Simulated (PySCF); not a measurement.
A structure optimised at B3LYP-D3(BJ)/def2-SVP, used in a PySCF frequency run:

```
Bi
I 1 2.8470
I 1 2.8470 2 100.49
I 1 2.8470 2 100.49 3 102.86
```

Task: Write its SMILES, formula and point group.

Result: [I][Bi]([I])[I], BiI₃, C3v

Task: What are its rotational constants (standard atomic weights)?

Result: 0.34909, 0.34909, 0.20782 GHz
